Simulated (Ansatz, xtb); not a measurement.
Relative energy of two isomers of CH5GeNOSi

Structure X is `N#[C][GeH2][SiH2]O`, a singlet and structure Y is `N#C[SiH2][GeH2][OH]`, a singlet. Both are isolated molecules in the gas phase, relaxed with r2SCAN-D4/def2-SVP, each in the lowest conformer that the search found.

X (Å):

```xyz
10

C    -1.5607   -2.3083    0.3760
Ge   -0.3566   -1.4586   -0.8670
N    -2.2854   -2.7821    1.1559
O    -1.1494    1.6039    0.2586
Si    0.2192    0.6858    0.0207
H    -1.1423   -1.3758   -2.1844
H     0.8206   -2.4267   -1.0414
H     0.8569    0.5146    1.3502
H     1.1852    1.3114   -0.9367
H    -1.7188    1.7700   -0.5018
```

Y (Å):

```yaml
atoms:
  - { symbol: C, position_ang: [-1.7069, -0.3656, -0.8478] }
  - { symbol: Ge, position_ang: [-1.0058, -2.1584, 1.8052] }
  - { symbol: N, position_ang: [-2.7652, -0.0226, -1.1980] }
  - { symbol: O, position_ang: [-2.5745, -2.8270, 1.2748] }
  - { symbol: Si, position_ang: [-0.1279, -1.0301, -0.1188] }
  - { symbol: H, position_ang: [0.7726, 0.1273, 0.1483] }
  - { symbol: H, position_ang: [0.4752, -1.9399, -1.1322] }
  - { symbol: H, position_ang: [-0.1884, -3.3795, 2.2337] }
  - { symbol: H, position_ang: [-1.1817, -1.1682, 2.9738] }
  - { symbol: H, position_ang: [-3.1157, -2.1645, 0.8198] }
```

Task: Which of the two would you expect CCSD(T)/def2-SVP + ΔMP2/def2-TZVPP electronic energies to favour?

Result: Structure X; the calculation gives E(Y) − E(X) = +49.9 kJ/mol.

The same difference at several levels:

```
                             level            geometry  E(Y) − E(X) (kJ/mol)  departure from the last row (kJ/mol)  job, with rough time for the two
                r2SCAN-D4/def2-SVP  r2SCAN-D4/def2-SVP                   +37.7                                 −12.1             optimisation, 5.7 min
                       HF/def2-SVP  r2SCAN-D4/def2-SVP                   +46.4                                  −3.5           part of the CCSD(T) run
                      MP2/def2-SVP  r2SCAN-D4/def2-SVP                   +39.1                                 −10.8           part of the CCSD(T) run
                  CCSD(T)/def2-SVP  r2SCAN-D4/def2-SVP                   +37.9                                 −12.0                      single point
CCSD(T)/def2-SVP + ΔMP2/def2-TZVPP  r2SCAN-D4/def2-SVP                   +49.9                                                   single point, 2.6 min
```

As drawn, Y has 1 C–Si, 1 Ge–O in place of 1 C–Ge, 1 O–Si.

None of the levels shown reverses the order. The largest departure from CCSD(T)/def2-SVP + ΔMP2/def2-TZVPP is that of r2SCAN-D4/def2-SVP, 12.1 kJ/mol. A small imaginary or near-zero mode remains, so no thermal terms are given. Levels run at GFN2-xTB geometries aren't shown. The last row adds to CCSD(T) the change of the MP2 difference between the two basis sets, here +12.0 kJ/mol.

The correlated steps freeze 17 core orbitals; the filled d shell of Ge is correlated, in a basis made for valence electrons. Run with Ansatz 0.2.0, xtb 6.7.1; the last row on 2 threads of Intel(R) Xeon(R) Processor @ 2.50GHz (Skylake/Cascade Lake) on a shared host.
